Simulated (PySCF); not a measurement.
HfCl2I2, SMILES [I][Hf]([I])([Cl])[Cl], multiplicity 1.

Coordinates come from a PBE-D3(BJ)/def2-SVP optimisation. The spin state was assumed, not searched. The structure was generated by enumeration; whether it is a known compound was not checked. The def2 effective core potentials stand for the cores of Hf, I; spin–orbit coupling is left out.

The numbers are results of TDA-PBE0/def2-SVPD (PySCF), not measurements.

Vertical excitations. Isolated molecule, no solvent. State labels are in the subgroup C2v.

**Question.** Give excitation energies, oscillator strengths and character. (An estimate is asked for; the answer gives what the named calculation found.)

**Answer.** 
```
state  symmetry  energy (eV)  λ (nm)      f                                            main pairs
-----  --------  -----------  ------  -----  ----------------------------------------------------
S1           B2         4.29     289  0.002                                      HOMO→LUMO+1 95 %
S2           A2         4.36     284  0.000                                      HOMO−1→LUMO 98 %
S3           B1         4.38     283  0.029                    HOMO→LUMO 71 %, HOMO−2→LUMO+1 25 %
S4           B2         4.49     276  0.003                                      HOMO−2→LUMO 94 %
S5           A1         4.62     268  0.012                  HOMO−1→LUMO+1 76 %, HOMO−3→LUMO 16 %
S6           B1         4.85     256  0.069  HOMO−2→LUMO+1 63 %, HOMO→LUMO 14 %, HOMO→LUMO+3 11 %
S7           A2         4.86     255  0.000                  HOMO−3→LUMO+1 67 %, HOMO→LUMO+4 32 %
S8           A1         4.98     249  0.003                    HOMO→LUMO+2 71 %, HOMO−3→LUMO 27 %
S9           A2         5.09     244  0.000                  HOMO→LUMO+4 66 %, HOMO−3→LUMO+1 31 %
S10          B1         5.09     243  0.006                  HOMO→LUMO+3 80 %, HOMO−1→LUMO+4 15 %
T1           B1         3.92     317      0                                        HOMO→LUMO 95 %
T2           B2         4.16     298      0                                      HOMO→LUMO+1 85 %
T3           A1         4.17     297      0                                    HOMO−1→LUMO+1 78 %
T4           A2         4.21     294      0                                      HOMO−1→LUMO 93 %
```
Triplets are in the Tamm–Dancoff approximation.
